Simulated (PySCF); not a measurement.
Mayer bond orders and bond lengths

Species: CH₉NSi₂.
Atom-mapped SMILES: `[CH3:1][SiH2:2][SiH2:3][NH2:4]` (hydrogens: H5, H6, H7 on C1; H8, H9 on Si2; H10, H11 on Si3; H12, H13 on N4)

Geometry (GFN2-xTB, Å), atoms numbered from 1 in this order:
```
atom  x, y, z in Å
C1     2.258   -0.013   -0.535
Si2    0.603   -0.797   -0.031
Si3   -1.130    0.635   -0.544
N4    -2.521    0.016    0.270
H5     2.415    0.941   -0.038
H6     3.095   -0.656   -0.281
H7     2.299    0.167   -1.606
H8     0.705   -1.120    1.405
H9     0.526   -2.102   -0.707
H10   -1.553    0.667   -1.950
H11   -0.833    2.045   -0.200
H12   -2.452   -0.222    1.246
H13   -3.417    0.440    0.092
```

Bond orders from the PBE0/pcSseg-1 density (PySCF). The structure is a single GFN2-xTB conformer in the gas phase; no vibrational or solvent corrections.

**Question.** How far do the computed orders between heavy atoms stray from the drawn ones?

**Answer.** The largest departure is 0.074, at Si2–Si3 (drawn single, 0.926).

**Question.** Set the Mayer orders of the bonds between heavy atoms beside their lengths.

**Answer.** 
```json
{"bond": "C1–Si2", "drawn as": "single", "length (Å)": "1.900", "Mayer order": "0.944"}
{"bond": "Si2–Si3", "drawn as": "single", "length (Å)": "2.306", "Mayer order": "0.926"}
{"bond": "Si3–N4", "drawn as": "single", "length (Å)": "1.726", "Mayer order": "1.029"}
```

**Question.** And the bonds to hydrogen?

**Answer.** C–H: 0.96 (3 bonds); H–Si: 0.87 to 0.94 (4 bonds); H–N: 0.95 (2 bonds).

**Question.** Sum the orders of all bonds at each heavy atom with more than one neighbour and set the sums beside the valence in the SMILES.

**Answer.** C1 3.824 (drawn 4), Si2 3.741 (drawn 4), Si3 3.751 (drawn 4), N4 2.927 (drawn 3). Orders between atoms that aren't bonded are not in these sums.

For a closed shell the Mayer order of atoms A and B is Σ (PS)μν (PS)νμ over the basis functions μ on A and ν on B, with P the density and S the overlap matrix.
